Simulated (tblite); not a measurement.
Species: C3H12BNSi.
SMILES with atom numbers: `[CH3:1][CH2:2][SiH2:3][B:4]([CH3:5])[NH2:6]` (hydrogens: H7, H8, H9 on C1; H10, H11 on C2; H12, H13 on Si3; H14, H15, H16 on C5; H17, H18 on N6)

Computed with GFN2-xTB (tblite), gas phase: L-BFGS steps from a force-field or distance-geometry start until the largest atomic force falls under 0.01 eV/Å.

Step 42: E = -501.3854 eV
```
atom  x, y, z in Å  |  force x, y, z in eV/Å
C1      2.4020    0.7962    0.1772    0.020  -0.093   0.013
C2      1.8082   -0.6174    0.1120   -0.006   0.072   0.071
Si3     0.2083   -0.7289   -0.9588    0.101  -0.011   0.005
B4     -1.3498    0.1007   -0.0764    0.032  -0.047   0.038
C5     -2.3607   -0.7792    0.7762   -0.078  -0.071  -0.007
N6     -1.6527    1.4413   -0.2410    0.098   0.075  -0.061
H7      3.0512    0.9731   -0.6824   -0.186   0.045   0.047
H8      3.0091    0.9207    1.0786   -0.056  -0.003  -0.125
H9      1.6194    1.5632    0.1907    0.174  -0.195   0.008
H10     1.5699   -0.9388    1.1299   -0.093   0.032  -0.039
H11     2.5716   -1.3206   -0.2340   -0.089   0.156  -0.051
H12     0.5290   -0.1235   -2.2770    0.063  -0.032   0.055
H13     0.0478   -2.1740   -1.2569    0.020   0.089   0.018
H14    -3.0481   -1.2582    0.0805   -0.103  -0.032  -0.046
H15    -1.8843   -1.5966    1.3132    0.065   0.062   0.053
H16    -2.9721   -0.2213    1.4860    0.059   0.020  -0.025
H17    -2.4603    1.8922    0.1636    0.049  -0.032   0.009
H18    -1.0971    2.0774   -0.7933   -0.071  -0.036   0.036
```

Step 43: E = -501.3927 eV
```
atom  x, y, z in Å  |  force x, y, z in eV/Å
C1      2.3931    0.7948    0.1771   -0.003  -0.080  -0.007
C2      1.7963   -0.6180    0.1185    0.020   0.101   0.069
Si3     0.2008   -0.7350   -0.9636    0.232   0.017   0.091
B4     -1.3460    0.0970   -0.0788   -0.020  -0.028   0.040
C5     -2.3561   -0.7805    0.7770   -0.083  -0.061  -0.023
N6     -1.6394    1.4397   -0.2442    0.041   0.035  -0.019
H7      3.0152    0.9755   -0.7023   -0.180   0.056   0.090
H8      3.0230    0.9171    1.0639   -0.047  -0.031  -0.154
H9      1.6113    1.5614    0.2200    0.158  -0.190  -0.019
H10     1.5583   -0.9270    1.1408   -0.093  -0.009  -0.074
H11     2.5624   -1.3198   -0.2266   -0.112   0.144  -0.011
H12     0.5373   -0.1107   -2.2636    0.067  -0.022  -0.027
H13     0.0530   -2.1758   -1.2707    0.007   0.044   0.002
H14    -3.0414   -1.2625    0.0800   -0.089  -0.030  -0.026
H15    -1.8773   -1.5961    1.3166    0.035   0.094   0.049
H16    -2.9703   -0.2181    1.4806    0.064  -0.004  -0.009
H17    -2.4413    1.8938    0.1685    0.052  -0.015  -0.001
H18    -1.0877    2.0705   -0.8049   -0.048  -0.019   0.030
```

Step 44: E = -501.4010 eV
```
atom  x, y, z in Å  |  force x, y, z in eV/Å
C1      2.3823    0.7918    0.1767   -0.014  -0.029  -0.024
C2      1.7834   -0.6177    0.1276    0.032   0.091   0.045
Si3     0.1971   -0.7411   -0.9677    0.281   0.057   0.151
B4     -1.3407    0.0924   -0.0794   -0.060  -0.003   0.012
C5     -2.3519   -0.7833    0.7776   -0.062  -0.030  -0.046
N6     -1.6231    1.4377   -0.2484   -0.022  -0.025   0.039
H7      2.9685    0.9805   -0.7249   -0.143   0.055   0.107
H8      3.0391    0.9119    1.0431   -0.013  -0.055  -0.151
H9      1.6026    1.5544    0.2545    0.093  -0.129  -0.036
H10     1.5412   -0.9128    1.1521   -0.084  -0.057  -0.075
H11     2.5515   -1.3170   -0.2150   -0.101   0.089   0.022
H12     0.5452   -0.0959   -2.2499    0.077  -0.011  -0.099
H13     0.0590   -2.1759   -1.2892    0.001  -0.005  -0.009
H14    -3.0346   -1.2686    0.0790   -0.064  -0.028   0.012
H15    -1.8682   -1.5935    1.3223   -0.006   0.108   0.036
H16    -2.9672   -0.2153    1.4755    0.052  -0.024   0.007
H17    -2.4190    1.8963    0.1711    0.054   0.001  -0.012
H18    -1.0740    2.0623   -0.8169   -0.022  -0.004   0.021
```

Step 45: E = -501.4092 eV
```
atom  x, y, z in Å  |  force x, y, z in eV/Å
C1      2.3698    0.7880    0.1759   -0.007   0.043  -0.025
C2      1.7709   -0.6164    0.1389    0.030   0.042   0.011
Si3     0.1993   -0.7467   -0.9704    0.217   0.088   0.138
B4     -1.3353    0.0874   -0.0794   -0.063   0.016  -0.033
C5     -2.3481   -0.7863    0.7784   -0.026   0.007  -0.063
N6     -1.6050    1.4355   -0.2524   -0.059  -0.063   0.072
H7      2.9131    0.9892   -0.7485   -0.093   0.045   0.100
H8      3.0583    0.9054    1.0162    0.024  -0.066  -0.132
H9      1.5923    1.5435    0.2929    0.015  -0.037  -0.033
H10     1.5199   -0.8988    1.1635   -0.069  -0.090  -0.043
H11     2.5396   -1.3144   -0.1970   -0.046   0.008   0.034
H12     0.5521   -0.0794   -2.2392    0.086  -0.017  -0.121
H13     0.0654   -2.1757   -1.3129    0.009  -0.018  -0.005
H14    -3.0271   -1.2762    0.0783   -0.043  -0.028   0.049
H15    -1.8588   -1.5887    1.3301   -0.034   0.095   0.020
H16    -2.9640   -0.2149    1.4717    0.025  -0.022   0.018
H17    -2.3944    1.9016    0.1711    0.047   0.010  -0.016
H18    -1.0567    2.0532   -0.8290   -0.012  -0.013   0.029
```

**Question.** Estimate the geometry and energy of step 46. (The exact step hangs on the optimiser's Hessian estimate; all steps are aligned on step 45, rigid shifts and turns removed.)

**Answer.** E = -501.4153 eV, largest force 0.132 eV/Å
```
atom  x, y, z in Å  |  force x, y, z in eV/Å
C1      2.3591    0.7859    0.1749   -0.008   0.073  -0.004
C2      1.7616   -0.6149    0.1491    0.030  -0.010  -0.011
Si3     0.2058   -0.7501   -0.9715    0.079   0.090   0.052
B4     -1.3318    0.0829   -0.0809   -0.036   0.020  -0.061
C5     -2.3456   -0.7883    0.7786   -0.001   0.030  -0.062
N6     -1.5901    1.4334   -0.2544   -0.055  -0.045   0.049
H7      2.8639    0.9989   -0.7663   -0.040   0.034   0.054
H8      3.0760    0.8997    0.9896    0.054  -0.060  -0.094
H9      1.5834    1.5332    0.3253   -0.048   0.049  -0.012
H10     1.5012   -0.8900    1.1721   -0.054  -0.092  -0.001
H11     2.5291   -1.3139   -0.1787    0.028  -0.061   0.026
H12     0.5593   -0.0658   -2.2341    0.087  -0.040  -0.091
H13     0.0712   -2.1762   -1.3344    0.026   0.018   0.014
H14    -3.0214   -1.2837    0.0796   -0.037  -0.033   0.062
H15    -1.8528   -1.5825    1.3378   -0.031   0.061   0.007
H16    -2.9622   -0.2167    1.4700   -0.002   0.004   0.018
H17    -2.3733    1.9081    0.1700    0.027   0.011  -0.006
H18    -1.0420    2.0460   -0.8386   -0.021  -0.049   0.059
```

The energy changes by -0.0062 eV. The first-order estimate −F·Δx gives -0.0089 eV and the mean of the old and new forces, exact on a quadratic surface, -0.0062 eV. The step makes an angle of 78° with the force vector and moves no atom by more than 0.053 Å.

What follows is the cost of the whole relaxation. The run took 1.2 s of wall time on one thread, Intel Xeon Platinum 8488C (x86_64), shared host.
